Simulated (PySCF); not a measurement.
SMILES CC[CH2][Al]([Cl])[Cl] (C₃H₇AlCl₂) at its B3LYP/def2-SVP optimised geometry (Å):

```
13

Al     1.1066    -0.8287     0.0000
Cl     3.2157    -0.8287     0.0000
Cl     0.1604    -2.7137     0.0019
C      0.1036     0.8432     0.0000
C     -1.4330     0.7549     0.0100
C     -2.1177     2.1240     0.0125
H      0.4514     1.4214    -0.8786
H      0.4626     1.4271     0.8702
H     -1.7792     0.1759    -0.8643
H     -1.7681     0.1787     0.8905
H     -1.8285     2.7137     0.8988
H     -3.2157     2.0265     0.0193
H     -1.8392     2.7115    -0.8787
```

Level of theory: B3LYP/def2-TZVP (PySCF 2.14.0). Cells within 0.4 Å of a nucleus heavier than hydrogen are left out (blank, or x).

Map of the deformation density (molecule minus spherical neutral atoms) (e/bohr³) on the plane z = 0.0 Å:

```
|111111111111111111111111111|
|111111111111111111111111111|
|111111111111111111111111111|
|111111111111111111111111111|
|111111100001111111111111111|
|111110000000111111111111111|
|111100000100011111111111111|
|111001212100000011111111111|
|11100397x100000001111111111|
|111001435610001000111111111|
|111100003722122000011111111|
|111100000xx66xx000011111111|
|1111100003x2346310011111111|
|111111000100135310111111111|
|111111000000012000221210111|
|111111110000000xx132xx10011|
|111111111100011100221210111|
|111111111111122210111111111|
|111111111111112210011111111|
|1111111111112xx111111111111|
|1111111111111xx111111111111|
|111111111110001111111111111|
|111111111111001111111111111|
|111111111111111111111111111|
|111111111111111111111111111|
|111111111111111111111111111|
|111111111111111111111111111|
```
Scale: ten equal steps from -0.013 (start of '0') to 0.104 (end of '9'), in the order '0123456789'; x runs from -5.50 to 5.50, y from -5.50 (bottom) to 5.50 (top).
